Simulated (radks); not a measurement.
All-electron atom: the ruthenium ion Ru2+ in [Kr] 4d5 5s1 (not the ground configuration). All-electron calculation, Dirac Kohn-Sham, LDA (Slater exchange, Perdew-Wang correlation), spin-unpolarised, spherical densities, point nucleus; open shells are shared between the two j in proportion to 2j + 1. Program: a radial shooting solver on a logarithmic mesh with Libxc functionals. Some entries of the table are withheld. Estimate them.

| orbital | occ. | eigenvalue (Ry) | <1/r> (bohr^-1) | <r^2> (bohr^2) |
|---|---|---|---|---|
| 1s1/2 | 2 | -1611.255 | 45.83 | 0.001512 |
| 2s1/2 | 2 | -233.2801 | 10.48 | 0.02500 |
| 2p1/2 | 2 | -215.8353 | 10.47 | 0.01878 |
| 2p3/2 | 4 | -206.2287 | 9.916 | 0.02013 |
| 3s1/2 | 2 | -42.57256 | (1) | 0.1863 |
| 3p1/2 | 2 | -35.80029 | 3.525 | 0.1827 |
| 3p3/2 | 4 | -34.16878 | 3.391 | 0.1925 |
| 3d3/2 | 4 | -22.13641 | (2) | 0.1751 |
| 3d5/2 | 6 | -21.81811 | (3) | 0.1782 |
| 4s1/2 | 2 | -7.41716 | (4) | 1.156 |
| 4p1/2 | 2 | -5.37283 | (5) | 1.361 |
| 4p3/2 | 4 | -5.11291 | (6) | 1.436 |
| 4d3/2 | 2 | -2.05708 | (7) | 2.554 |
| 4d5/2 | 3 | -2.02734 | (8) | 2.604 |
| 5s1/2 | 1 | -1.54615 | 0.4889 | 7.864 |

Answer. 
(1) 3s1/2 <1/r> (bohr^-1): 3.619
(2) 3d3/2 <1/r> (bohr^-1): 3.216
(3) 3d5/2 <1/r> (bohr^-1): 3.181
(4) 4s1/2 <1/r> (bohr^-1): 1.366
(5) 4p1/2 <1/r> (bohr^-1): 1.248
(6) 4p3/2 <1/r> (bohr^-1): 1.208
(7) 4d3/2 <1/r> (bohr^-1): 0.9085
(8) 4d5/2 <1/r> (bohr^-1): 0.8988
